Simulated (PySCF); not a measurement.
Bromine: a sound run and one with changed settings

Sound run: Br [Ar] 3d10 4s2 4p5, Br+ [Ar] 3d10 4s2 4p4. Computed with PySCF 2.14 in def2-SVP (5s4p3d, 32 functions), with no relativity, point nucleus. In the sound run the correlated levels freeze [Ar] 3d10. The sound run starts from symmetry-adapted Hartree-Fock orbitals and uses a fine grid where one is needed.

Changed run: a valence shell is frozen. This setting is unsound on purpose.

```csv
species,method,sound run (hartree),changed run (hartree),converged
Br,MP2,-2572.17971,-2572.14702,yes
Br,CCSD(T),-2572.19582,-2572.15697,yes
Br+,MP2,-2571.76251,-2571.72281,yes
Br+,CCSD(T),-2571.78005,-2571.73136,yes
```

Ionisation energy of Br:

```
 method  sound run (eV)  changed run (eV)
    UHF          10.804            10.804
    MP2          11.353            11.543
SCS-MP2          11.334            11.589
   CCSD          11.309            11.575
CCSD(T)          11.314            11.581
```

Freezing a valence shell removes pair correlation that changes on ionisation.

For comparison, NIST gives 11.814 eV between the lowest levels.
